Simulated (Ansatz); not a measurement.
The lowest singlet and triplet of C6H6 (SMILES c1ccccc1); geometries from B3LYP-D3(BJ)/def2-TZVP, each state relaxed from the structure named, with no frequency check.
Singlet (charge 0, multiplicity 1):
```xyz
12

C      1.2734     0.5575    -0.0340
C      1.1178    -0.8237    -0.0743
C     -0.1556    -1.3812    -0.0403
C     -1.2734    -0.5575     0.0340
C     -1.1178     0.8237     0.0743
C      0.1556     1.3812     0.0403
H      2.2648     0.9915    -0.0605
H      1.9881    -1.4650    -0.1322
H     -0.2767    -2.4565    -0.0717
H     -2.2648    -0.9915     0.0605
H     -1.9881     1.4650     0.1322
H      0.2767     2.4565     0.0717
```

| level | gap E(singlet) − E(triplet), vertical, at the singlet's geometry (kcal/mol) | cost |
|---|---|---|
| R-PBE/def2-TZVPP | -102.19 | ×1 |
| U-r2SCAN/def2-TZVPP | -97.33 | ×1 |
| R-B3LYP/def2-TZVPP | -102.02 | ×1 |
| U-B3LYP/def2-TZVPP | -102.02 | ×1 |
| R-wB97X-V/def2-TZVPP | -104.29 | ×1 |
| R-B2PLYP/def2-TZVPP | -106.74 | ×1 |
| R-MP2/cc-pVDZ | -125.88 | - |
| R-MP2/cc-pVTZ | -125.91 | - |
| U-SCS-MP2/cc-pVTZ (spin-contaminated) | -105.90 | - |
| R-CCSD/cc-pVDZ | -102.71 | - |
| U-CCSD/cc-pVDZ (spin-contaminated) | -101.32 | - |
| SC-NEVPT2 on SA-CASSCF(6,6)/cc-pVDZ | -103.60 | - |
| FIC-NEVPT4(SD) on SA-CASSCF(6,6)/cc-pVTZ | -97.08 | - |
| FIC-MRCISD+Q on SA-CASSCF(6,6)/cc-pVTZ | -96.24 | - |

The rows run from -125.91 (R-MP2/cc-pVTZ) to -96.24 kcal/mol (FIC-MRCISD+Q on SA-CASSCF(6,6)/cc-pVTZ). From cc-pVDZ to cc-pVTZ R-MP2 changes by -0.04. The 4 R-functionals in def2-TZVPP without D3 or D4 span 4.72, from R-B2PLYP to R-B3LYP.

A positive gap puts the triplet lower; no zero-point energy. R- takes a restricted singlet. U- takes an unrestricted singlet (broken symmetry where lower, unprojected). The triplet is unrestricted in single-reference levels. Active spaces average the two states. CCSD(T) and the multireference levels part by over 6 kcal/mol here: they may describe different states of a spin, or one family misses.

Correlated levels freeze the cores.

Doubts at one or more of the structures used: a restricted determinant that unrestricted orbitals would lower (R-MP2/cc-pVDZ, R-MP2/cc-pVTZ, R-CCSD/cc-pVDZ); a spin-contaminated determinant (R-MP2/cc-pVDZ, R-MP2/cc-pVTZ, R-CCSD/cc-pVDZ).

Programs: Ansatz (Gaussian basis) for Hartree–Fock, density functionals and correlated methods. 

Costs are rough ratios of core time to R-PBE/def2-TZVPP (about 2.5 min over the structures, on one shared machine); a dash marks a level with no comparable run of its own.

Ansatz is a first-principles code.
